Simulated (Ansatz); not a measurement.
Problem. Predict a relaxed structure of BiH2(SiH3) (SiBiH5), charge 0, singlet, at PBE-D4/def2-TZVP (Ansatz).

Solution. 
```xyz
7

Bi    1.5876    0.7150    0.4620
H     0.8184    2.1752   -0.2743
H     0.6868    1.0197    1.9987
Si   -0.4843   -0.7522   -0.4129
H    -1.8024   -0.1210   -0.1022
H    -0.4355   -2.1065    0.2234
H    -0.3706   -0.9302   -1.8948
```
 This is one stationary point.

In the def2 sets Bi takes a core potential; there is no spin–orbit coupling.
